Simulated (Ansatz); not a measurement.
Geometry optimisation, Ansatz, RKS B3LYP/6-31G*.

Input file:

```yaml
crystal:
  periodic: [false, false, false]
  atoms:
    - { symbol: "N", position_ang: [-0.5379, 1.7033, -0.6164] }
    - { symbol: Si, position_ang: [-0.0904, 0.117, -0.6191] }
    - { symbol: Si, position_ang: [1.1765, -0.5141, 1.1807] }
    - { symbol: S, position_ang: [-1.8674, -0.9294, -0.6858] }
    - { symbol: H, position_ang: [-1.2759, 1.8774, 0.0895] }
    - { symbol: H, position_ang: [-1.0906, 1.9372, -1.4973] }
    - { symbol: H, position_ang: [0.639, -0.1119, -1.8968] }
    - { symbol: H, position_ang: [1.5236, -1.9613, 1.1307] }
    - { symbol: H, position_ang: [0.503, -0.2139, 2.5147] }
    - { symbol: H, position_ang: [2.5157, 0.2039, 1.2341] }
    - { symbol: H, position_ang: [-1.4302, -2.1653, -0.8138] }
basis:
  gaussian: { orbitals: "6-31G*" }
hamiltonian:
  xc: b3lyp
relax:
  f_tol: 0.015
  max_steps: 40
```

Run as:

```bash
$ ansatz run input.yaml --threads 1 --pin off --max-ram 2048MiB --backend cpu --events-out ev --progress --plain --runs-dir out
```

Task: Where does it end, and by what steps?

Result: The run converged. The force dipped under the threshold on the way, but the program's further checks kept it going. After 17 steps the energy has fallen by 0.585 eV; H5 moved furthest, 0.39 Å.

```csv
step,energy less start (eV),largest force component (eV/Å),accepted
0,0.0000,3.511,yes
1,-0.4636,1.687,yes
2,-0.5382,0.756,yes
3,-0.5577,0.297,yes
4,-0.5354,0.387,no
5,-0.5801,0.104,yes
6,-0.5805,0.100,yes
7,-0.5835,0.101,yes
8,-0.5839,0.068,yes
9,-0.5842,0.047,yes
10,-0.5845,0.048,yes
11,-0.5848,0.054,yes
12,-0.5849,0.045,yes
13,-0.5850,0.029,yes
14,-0.5851,0.015,yes
15,-0.5852,0.014,yes
16,-0.5852,0.018,yes
17,-0.5852,0.009,yes
```

```xyz
11
Properties=species:S:1:pos:R:3
N -0.606 1.717 -0.590
Si -0.165 0.045 -0.673
Si 1.160 -0.479 1.195
S -1.943 -1.237 -0.744
H -1.004 2.088 0.266
H -1.024 2.162 -1.400
H 0.589 -0.146 -1.942
H 1.393 -1.948 1.264
H 0.474 -0.055 2.448
H 2.483 0.204 1.128
H -1.292 -2.408 -0.931
```

The run took 80 s on 1 thread of Arm Neoverse V2 (shared host), peak memory 0.18 GiB.
